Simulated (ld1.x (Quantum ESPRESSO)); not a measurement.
**Which change was made? (P, TM)**

ld1.x (Quantum ESPRESSO) 7.5 input, shortened:

```
&input
   title='P', zed=15., rel=1, dft='PBESOL', iswitch=3,
   config='[Ne] 3s2 3p3'
 /
 &inputp
   pseudotype=2, tm=.true., lloc=0,
   nlcc=.false.
 /
2
3P  2  1   3.00   0.00  1.20  1.20  0.0
3S  1  0   2.00   0.00  1.40  1.40  0.0
 &test
   configts(1)='3s2 3p3'
 /
```

Cutoffs, loose and tight: the cutoffs (Ry, on a coarse ladder) from which the occupation-weighted sum of valence levels, in a spherical-Bessel basis at the reference potential, stays within 10 and 1 mRy of its value at 400 Ry. They do not see the model core or the augmentation charge, which bear on the density cutoff. Test errors are all-electron minus pseudo excitation energies from the reference, over the configurations 3s2 3p2; 3s2 3p1; 3s2 3p0; 3s2 3p2.5; 3s2 3p3.3; 3s1 3p4; 3s1 3p0; variants that change the core or the reference have their own tests.

The base gives: outcome: generated; cutoff, loose: 70 Ry; cutoff, tight: 100 Ry; bound ghosts: none; largest test error (meV): +190.

Task: After one change the result is: outcome: generated; cutoff, loose: 35 Ry; cutoff, tight: 45 Ry; bound ghosts: p; largest test error (meV): +148. Which change was it?
A. functional LDA (PZ)
B. type ultrasoft; waves now 3s (bound): rcut 1.20, rcutus 1.40 bohr; 3s channel at -0.6 Ry: rcut 1.20, rcutus 1.40 bohr; 3p (bound): rcut 1.05, rcutus 1.20 bohr; 3p channel at 0.45 Ry: rcut 1.05, rcutus 1.20 bohr; local potential all-electron potential smoothed inside 1.00 bohr (lloc = -2); augmentation built from norm-conserving waves at rcut, not smoothed further
C. core correction a·sin(br)/r model core inside 0.92 bohr
D. wave 3p (bound): rc 1.20 bohr becomes 3p (bound): rc 0.96 bohr

Result: B. The others give: core correction a·sin(br)/r model core inside 0.92 bohr → outcome: generated; cutoff, loose: 70 Ry; cutoff, tight: 100 Ry; bound ghosts: none; largest test error (meV): +96 | functional LDA (PZ) → outcome: generated; cutoff, loose: 70 Ry; cutoff, tight: 100 Ry; bound ghosts: none; largest test error (meV): +453 | wave 3p (bound): rc 1.20 bohr becomes 3p (bound): rc 0.96 bohr → outcome: generated; cutoff, loose: 300 Ry; cutoff, tight: over 300 Ry; bound ghosts: none; largest test error (meV): +217.
